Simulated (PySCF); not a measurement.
## Correlation energy of Fe (iron, neutral)

[Ar] 3d6 4s2, high-spin 5D determinant. Computed with PySCF 2.14 in def2-SVP (5s3p2d1f, 31 functions), with no relativity, point nucleus. Frozen: [Ar]; 8 electrons correlated.

MP2 pair energies summed by pair of shells (mhartree):

```tsv
pair	energy	share (%)
3d-3d	-75.07	71.4
4s-4s	-17.54	16.7
3d-4s	-12.48	11.9
```

Total MP2 correlation energy: -105.08 mhartree.

Same-spin part -49.05 and opposite-spin part -56.03 mhartree; SCS-MP2 scales them by 1/3 and 6/5 to -83.59 mhartree.
